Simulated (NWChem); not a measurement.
All runs are NWChem calculations. System: 1,1-difluoroethane (C2H4F2), charge 0, spin multiplicity 1, at a geometry optimised with PBE/def2-SVP. Level: PBE/def2-TZVP.

Output (cleaned and shortened):

```
             Northwest Computational Chemistry Package (NWChem) 7.3.0
             --------------------------------------------------------

                                NWChem Input Module
                                -------------------

 Scaling coordinates for geometry "geometry" by  1.889725989
 (inverse scale =  0.529177249)

 Turning off AUTOSYM since
 SYMMETRY directive was detected!

                             Geometry "geometry" -> ""
                             -------------------------

 Output coordinates in angstroms (scale by  1.889725989 to convert to a.u.)

  No.       Tag          Charge          X              Y              Z
 ---- ---------------- ---------- -------------- -------------- --------------
    1 C                    6.0000    -0.28261800     1.34773100     0.00000000
    2 C                    6.0000    -0.32258800    -0.16178600     0.00000000
    3 F                    9.0000     0.32183300    -0.65074400    -1.10716600
    4 F                    9.0000     0.32183300    -0.65074400     1.10716600
    5 H                    1.0000     0.77271500     1.68361100     0.00000000
    6 H                    1.0000    -0.78810000     1.74589000    -0.90059200
    7 H                    1.0000    -0.78810000     1.74589000     0.90059200
    8 H                    1.0000    -1.35826700    -0.57767100     0.00000000

 Effective nuclear repulsion energy (a.u.)     131.4376225176

            Nuclear Dipole moment (a.u.)
            ----------------------------
        X                 Y               Z
 ---------------- ---------------- ----------------
     0.0000113384    -0.0000037795     0.0000000000

      Symmetry information
      --------------------

 Group name             Cs
 Group number              2
 Group order               2
 No. of unique centers     6

      Symmetry unique atoms

     1    2    3    5    6    8


 Summary of "ao basis" -> "" (spherical)
 ------------------------------------------------------------------------------
       Tag                 Description            Shells   Functions and Types
 ---------------- ------------------------------  ------  ---------------------
 *                         def2-tzvp                  on all atoms

  pbe96 is a nonlocal functional; adding pw91lda local functional.

                                 NWChem DFT Module
                                 -----------------

 Summary of "ao basis" -> "ao basis" (spherical)
 ------------------------------------------------------------------------------
       Tag                 Description            Shells   Functions and Types
 ---------------- ------------------------------  ------  ---------------------
 C                         def2-tzvp                11       31   5s3p2d1f
 F                         def2-tzvp                11       31   5s3p2d1f
 H                         def2-tzvp                 4        6   3s1p

 Summary of "ao basis" -> "ao basis" (spherical)
 ------------------------------------------------------------------------------
       Tag                 Description            Shells   Functions and Types
 ---------------- ------------------------------  ------  ---------------------
 C                         def2-tzvp                11       31   5s3p2d1f
 F                         def2-tzvp                11       31   5s3p2d1f
 H                         def2-tzvp                 4        6   3s1p

      Symmetry analysis of basis
      --------------------------

        a'         89
        a"         59

            General Information
            -------------------
          SCF calculation type: DFT
          Wavefunction type:  closed shell.
          No. of atoms     :     8
          No. of electrons :    34
           Alpha electrons :    17
            Beta electrons :    17
          Charge           :     0
          Spin multiplicity:     1
          Use of symmetry is: on ; symmetry adaption is: on
          Maximum number of iterations: 100
          AO basis - number of functions:   148
                     number of shells:    60
          Convergence on energy requested:  1.00D-06
          Convergence on density requested:  1.00D-05
[...]
     6 a"          7 a'          8 a'          9 a"         10 a'
    11 a'         12 a"         13 a"         14 a'         15 a"
    16 a'         17 a'         18 a'         19 a'         20 a"
    21 a'         22 a"         23 a'         24 a'         25 a"
    26 a'         27 a'

------------------------------------------------------------
EAF file 0: "./mol.aoints.0" size=524288 bytes
------------------------------------------------------------
               write      read    awrite     aread      wait
               -----      ----    ------     -----      ----
     calls:        1         0         0         0         0
   data(b): 5.24e+05  0.00e+00  0.00e+00  0.00e+00
   time(s): 0.00e+00  0.00e+00  0.00e+00  0.00e+00  0.00e+00
rate(mb/s): 0.00e+00  0.00e+00
------------------------------------------------------------

   convergence    iter        energy       DeltaE   RMS-Dens  Diis-err    time
 ---------------- ----- ----------------- --------- --------- ---------  ------
 d= 0,ls=0.0,diis     1   -278.0091942580 -4.09D+02  1.18D-02  1.46D+00     2.0
 d= 0,ls=0.0,diis     2   -277.7964458497  2.13D-01  5.09D-03  4.13D+00     2.4
 d= 0,ls=0.0,diis     3   -278.1280770909 -3.32D-01  1.04D-03  8.35D-02     2.8
 d= 0,ls=0.0,diis     4   -278.1319047156 -3.83D-03  5.87D-04  1.78D-02     3.2
 d= 0,ls=0.0,diis     5   -278.1333899275 -1.49D-03  1.16D-04  6.80D-04     3.6
  Resetting Diis
 d= 0,ls=0.0,diis     6   -278.1334729835 -8.31D-05  2.03D-05  1.61D-05     4.0
 d= 0,ls=0.0,diis     7   -278.1334745170 -1.53D-06  1.75D-05  3.33D-06     4.3
 d= 0,ls=0.0,diis     8   -278.1334741329  3.84D-07  1.02D-05  6.79D-06     4.7
 d= 0,ls=0.0,diis     9   -278.1334749067 -7.74D-07  5.13D-07  1.27D-08     5.1

         Total DFT energy =     -278.133474906662
      One electron energy =     -644.665338324736
           Coulomb energy =      268.040156055819
    Exchange-Corr. energy =      -32.945915155309
 Nuclear repulsion energy =      131.437622517564

 Numeric. integr. density =       34.000005278450

     Total iterative time =      4.8s

                  Occupations of the irreducible representations
                  ----------------------------------------------

                     irrep           alpha         beta
                     --------     --------     --------
                     a'               11.0         11.0
                     a"                6.0          6.0

                       DFT Final Molecular Orbital Analysis
                       ------------------------------------

 Vector   15  Occ=2.000000D+00  E=-3.474451D-01  Symmetry=a'
              MO Center= -4.9D-03,  8.7D-02, -1.9D-13, r^2= 2.7D+00
   Bfn.  Coefficient  Atom+Function         Bfn.  Coefficient  Atom+Function
  ----- ------------  ---------------      ----- ------------  ---------------
    68      0.203282  3 F  px                99      0.203282  4 F  px
    69     -0.181708  3 F  py               100     -0.181708  4 F  py
     6      0.162808  1 C  px                71      0.162673  3 F  px
   102      0.162673  4 F  px                72     -0.145088  3 F  py
   103     -0.145088  4 F  py                 9      0.122920  1 C  px

 Vector   16  Occ=2.000000D+00  E=-3.333428D-01  Symmetry=a"
              MO Center=  1.5D-01, -2.4D-01,  1.7D-13, r^2= 2.5D+00
   Bfn.  Coefficient  Atom+Function         Bfn.  Coefficient  Atom+Function
  ----- ------------  ---------------      ----- ------------  ---------------
    70     -0.235540  3 F  pz               101     -0.235540  4 F  pz
    69      0.216181  3 F  py               100     -0.216181  4 F  py
    73     -0.190159  3 F  pz               104     -0.190159  4 F  pz
    72      0.172673  3 F  py               103     -0.172673  4 F  py
     8      0.142784  1 C  pz                76     -0.129059  3 F  pz

 Vector   17  Occ=2.000000D+00  E=-2.896204D-01  Symmetry=a'
              MO Center= -1.4D-01, -2.0D-01, -4.0D-15, r^2= 2.2D+00
   Bfn.  Coefficient  Atom+Function         Bfn.  Coefficient  Atom+Function
  ----- ------------  ---------------      ----- ------------  ---------------
    69      0.219706  3 F  py               100      0.219706  4 F  py
   144      0.202737  8 H  s                  7      0.192981  1 C  py
     5     -0.179778  1 C  s                 38     -0.179265  2 C  py
    72      0.175781  3 F  py               103      0.175781  4 F  py
   145      0.176138  8 H  s                 10      0.174844  1 C  py

 Vector   18  Occ=0.000000D+00  E= 2.333598D-02  Symmetry=a'
              MO Center= -9.3D-01,  1.1D+00, -1.5D-15, r^2= 5.6D+00
   Bfn.  Coefficient  Atom+Function         Bfn.  Coefficient  Atom+Function
  ----- ------------  ---------------      ----- ------------  ---------------
     5      3.844123  1 C  s                133     -1.613565  6 H  s
   139     -1.613565  7 H  s                145     -1.266180  8 H  s
   127     -1.181398  5 H  s                 43     -0.621688  2 C  px
    44     -0.381006  2 C  py                13      0.267500  1 C  py
     3      0.233587  1 C  s                  4     -0.187562  1 C  s

 Vector   19  Occ=0.000000D+00  E= 4.856240D-02  Symmetry=a'
              MO Center= -3.1D-01,  5.5D-01,  5.5D-17, r^2= 6.5D+00
   Bfn.  Coefficient  Atom+Function         Bfn.  Coefficient  Atom+Function
  ----- ------------  ---------------      ----- ------------  ---------------
     5      4.087579  1 C  s                 36     -3.102803  2 C  s
   127     -1.888895  5 H  s                145      1.858634  8 H  s
    44     -0.864206  2 C  py                13     -0.735722  1 C  py
    43      0.720270  2 C  px               133     -0.565079  6 H  s
   139     -0.565079  7 H  s                 12      0.337237  1 C  px

 Vector   20  Occ=0.000000D+00  E= 6.080538D-02  Symmetry=a"
              MO Center= -5.0D-01,  5.3D-01,  1.9D-15, r^2= 3.8D+00
   Bfn.  Coefficient  Atom+Function         Bfn.  Coefficient  Atom+Function
  ----- ------------  ---------------      ----- ------------  ---------------
   133      1.003504  6 H  s                139     -1.003504  7 H  s
    45      0.848635  2 C  pz                67      0.531798  3 F  s
    98     -0.531798  4 F  s                 42      0.421218  2 C  pz
    14      0.393199  1 C  pz                39      0.317600  2 C  pz
    74     -0.185866  3 F  px               105      0.185866  4 F  px

 center of mass
 --------------
 x =   0.07977788 y =  -0.16774634 z =   0.00000000

 moments of inertia (a.u.)
 ------------------
         340.071461401630          44.017660203034           0.000000000000
          44.017660203034         206.943423523366           0.000000000000
           0.000000000000           0.000000000000         202.679069454297

     Multipole analysis of the density
     ---------------------------------

     L   x y z        total         alpha         beta         nuclear
     -   - - -        -----         -----         ----         -------
     0   0 0 0     -0.000000    -17.000000    -17.000000     34.000000

     1   1 0 0     -0.551206     -0.275608     -0.275608      0.000011
     1   0 1 0      0.597805      0.298904      0.298904     -0.000004
     1   0 0 1      0.000000      0.000000      0.000000      0.000000

     2   2 0 0    -16.508006    -20.131672    -20.131672     23.755339
     2   1 1 0      0.504345     11.694330     11.694330    -22.884315
     2   1 0 1      0.000000      0.000000      0.000000      0.000000
     2   0 2 0    -16.908460    -58.346024    -58.346024     99.783588
     2   0 1 1      0.000000      0.000000      0.000000      0.000000
     2   0 0 2    -18.829932    -51.708562    -51.708562     84.587193

 Task  times  cpu:        5.1s     wall:        5.1s

 Total times  cpu:        5.2s     wall:        5.2s
```

Write an NWChem input that would produce this output.

Several could match; the one computed here: 
```
start mol
memory heap 200 mb stack 900 mb global 1100 mb
geometry units angstroms nocenter noautoz
  C     -0.282618     1.347731     0.000000
  C     -0.322588    -0.161786     0.000000
  F      0.321833    -0.650744    -1.107166
  F      0.321833    -0.650744     1.107166
  H      0.772715     1.683611     0.000000
  H     -0.788100     1.745890    -0.900592
  H     -0.788100     1.745890     0.900592
  H     -1.358267    -0.577671     0.000000
  symmetry group Cs
end
basis spherical
  * library def2-tzvp
end
dft
  xc xpbe96 cpbe96
  semidirect memsize 60000000 filesize 0
  iterations 100
end
task dft energy
```
